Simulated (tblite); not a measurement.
Calculated harmonic vibrations of the isolated species, GFN2-xTB (tblite), most abundant isotopes, no scaling. The method is semi-empirical: single wavenumbers can be off by several per cent or more. Modes of hydrogen on silicon and sulfur can be 10 to 20 % off. One conformer each. Open shells enter through the occupations alone, without spin polarisation, and single modes of such species can be off by tens of per cent. Thermal functions are those of the rigid rotor and harmonic oscillator, without mixing of conformers.

Question: Order these by their zero-point energy, highest first (kcal/mol).
A. `O=C1C[C@@H](F)O[C]1F` [radical]
B. `C=C[SiH2]OC(C)=O`
C. `C/C=C1\[SiH2]C[C@H]1F`
D. `CC(C)O[Si@H]([NH2+])O` [radical]
E. `S[SiH2][Si@@H](O)C`
F. `COC1=COC[SiH2]1`

Answer: D (88.3), C (76.1), F (69.0), B (67.9), E (52.7), A (41.8).

```tsv
SMILES	atoms	mass (u)	symmetry number	modes under 300 cm⁻¹	ZPE (kcal/mol)	S translation (cal/(mol K))	S rotation	S vibration	S spin	S	Cp
CC(C)O[Si@H]([NH2+])O	18	121.06	1	10	88.3	42.9	29.9	54.3	1.4	128.5	57.1
C/C=C1\[SiH2]C[C@H]1F	16	116.05	1	5	76.1	42.8	29.9	38.6	0.0	111.2	49.2
COC1=COC[SiH2]1	15	116.03	1	4	69.0	42.8	29.6	35.5	0.0	107.9	47.0
C=C[SiH2]OC(C)=O	15	116.03	1	6	67.9	42.8	29.9	46.9	0.0	119.6	48.2
C[Si@H](O)[SiH2]S	13	123.98	1	7	52.7	43.0	30.1	46.7	0.0	119.7	46.2
O=C1C[C@@H](F)O[C]1F	11	121.01	1	4	41.8	42.9	29.6	27.2	1.4	101.1	37.6
```

Entropies and Cp are for 500 K and 1 bar.
